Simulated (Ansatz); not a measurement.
Reaction (substitution at a C–B bond): `C=C(F)B(S)Cl` + CH₃SH → `C=C(F)SC` + `SBCl`

Computed with Ansatz on PBE0-D4/def2-TZVP structures; ΔE is electronic, products minus reactants. CCSD(T)/CBS adds triple-zeta CCSD(T) − MP2 to the extrapolated MP2 energy (def2 sets, frozen cores). This one scheme is used for every species. Functionals use def2-TZVPP. B3LYP here is the variant with VWN-RPA as its local correlation; programs differ in this. Each species was taken in one conformer, which may not be the lowest.

`C=C(F)B(S)Cl`:

Z-matrix (Å, degrees):
```
C
C 1 1.328
H 1 1.082 2 120.0
H 1 1.084 2 121.5 3 179.7
F 2 1.346 1 118.4 3 -179.7
B 2 1.557 1 125.9 3 -0.5
S 6 1.792 2 119.3 1 7.0
Cl 6 1.748 2 119.1 1 -173.1
H 7 1.342 6 96.3 2 -177.8
```

CH₃SH:

Cartesian coordinates in Å:
```
C 0.081 -0.115 -0.471
S 0.326 0.823 1.053
H 0.340 -1.165 -0.340
H 0.757 0.321 -1.207
H -0.940 -0.020 -0.839
H -0.563 0.155 1.804
```

`C=C(F)SC`:

```xyz
10

C     0.563    1.754    0.947
C    -0.003    0.578    0.726
F    -1.314    0.404    0.965
S     0.840   -0.865    0.237
C    -0.267   -1.477   -1.048
H     1.603    1.906    0.703
H    -0.007    2.563    1.387
H    -1.264   -1.649   -0.648
H     0.154   -2.427   -1.379
H    -0.306   -0.787   -1.891
```

`SBCl`:

Z-matrix (Å, degrees):
```
B
S 1 1.779
Cl 1 1.745 2 118.6
H 1 1.189 2 122.1 3 180.0
H 2 1.343 1 96.0 3 -180.0
```

| level | ΔE (kJ/mol) |
| --- | --- |
| r2SCAN-D4 | 38.4 |
| B3LYP-D4 | 41.3 |
| PBE | 34.7 |
| SCS-MP2/def2-TZVPP | 40.8 |
| HF/def2-QZVPP | 43.7 |
| MP2/def2-QZVPP | 39.8 |
| SCS-MP2/def2-QZVPP | 40.1 |
| MP2/CBS(def2) | 39.4 |

What does CCSD(T)/CBS give? (An estimate is asked.)

Computed: +42.2 kJ/mol. The listed levels differ from it by -3.8, -0.9, -7.5, -1.4, 1.5, -2.4, -2.1, -2.8 kJ/mol.

Largest T1 diagnostic among the species: 0.013.

From PBE to PBE0 (25 % exact exchange), in def2-TZVPP and without D4, ΔE moves by +3.4 kJ/mol.
